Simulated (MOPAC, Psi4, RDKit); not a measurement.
Conformational energy of C3H5NSi, SMILES C(#N)[SiH2]C=C. Scanned: dihedral C1–C2–Si3–C4; all other coordinates were relaxed at GFN2-xTB. Points at φ and −φ are mirror images. Heavy atoms are numbered in the order of the SMILES C=C[SiH2]C#N, hydrogens after them in the order of the atoms that carry them; the mirror image has the same energies with the sign of each dihedral reversed.

Levels: AM1, restricted, heats of formation // GFN2-xTB (MOPAC); MMFF94 // GFN2-xTB (RDKit); MP2/cc-pVTZ = Psi4 with DF-MP2 (frozen core)/cc-pVTZ // GFN2-xTB.

Energies in kcal/mol, each method relative to its own lowest point.

| φ / ° | AM1 | MMFF94 | MP2/cc-pVTZ |
|---|---|---|---|
| -165 | 0.18 | 0.13 | 1.63 |
| -150 | 0.11 | 0.06 | 1.13 |
| -135 | 0.03 | 0.00 | 0.66 |
| -120 | 0.00 | 0.01 | 0.47 |
| -105 | 0.03 | 0.09 | 0.62 |
| -90 | 0.12 | 0.22 | 1.05 |
| -75 | 0.22 | 0.36 | 1.53 |
| -60 | 0.30 | 0.53 | 1.72 |
| -45 | 0.32 | 0.74 | 1.42 |
| -30 | 0.25 | 0.98 | 0.80 |
| -15 | 0.14 | 1.15 | 0.22 |
| 0 | 0.09 | 1.24 | 0.00 |
| 15 | 0.14 | 1.15 | 0.22 |
| 30 | 0.25 | 0.98 | 0.80 |
| 45 | 0.32 | 0.74 | 1.42 |
| 60 | 0.30 | 0.53 | 1.72 |
| 75 | 0.22 | 0.36 | 1.53 |
| 90 | 0.12 | 0.22 | 1.05 |
| 105 | 0.03 | 0.09 | 0.62 |
| 120 | 0.00 | 0.01 | 0.47 |
| 135 | 0.03 | 0.00 | 0.66 |
| 150 | 0.11 | 0.06 | 1.13 |
| 165 | 0.18 | 0.13 | 1.63 |
| 180 | 0.22 | 0.17 | 1.86 |

MMFF94 has few fitted parameters for silicon.
